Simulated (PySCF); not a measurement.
**Polarisability and C₆ of As⁻ (arsenic, charge -1)**

[Ar] 3d10 4s2 4p4, high-spin 3P determinant. All numbers are calculated (PySCF 2.14, scalar relativity by spin-free X2C-1e, in x2c-TZVPPall with one added diffuse shell each of s, p, d type (7s6p5d1f, 57 functions)). Coupled (time-dependent) response in atomic units; α is the mean over directions.

```json
{"method": "UHF", "mean α (bohr³)": "75.93", "α xx, yy, zz": "64.10, 99.59, 64.10", "C₆ (like pair)": "1024", "S(−4)": "1838"}
```

S(−4) is the Cauchy moment in α(ω) = α(0) + S(−4) ω² + …

Spin-orbit coupling is absent.

α(iu) at UHF:

| u (hartree) | α(iu) (bohr³) |
| --- | --- |
| 0 | 75.93 |
| 0.0500 | 71.74 |
| 0.100 | 62.41 |
| 0.200 | 43.24 |
| 0.300 | 29.83 |
| 0.500 | 15.85 |
| 0.750 | 8.671 |
| 1.00 | 5.448 |
| 1.50 | 2.747 |
| 2.00 | 1.674 |
| 3.00 | 0.8282 |
| 5.00 | 0.3368 |

A single London oscillator, α(iu) = α/(1 + u²/ω²), gives C₆ = (3/4) ω α². Matching the computed C₆ needs ω = 4 × 1024 / (3 × 75.93²) = 0.237 hartree.

For an ion, C₆ is the dispersion term alone; charge-induced terms of lower order in 1/R come first.

The components differ because the open shell of this determinant is not spherical; for a pure term their mean is the scalar polarisability.
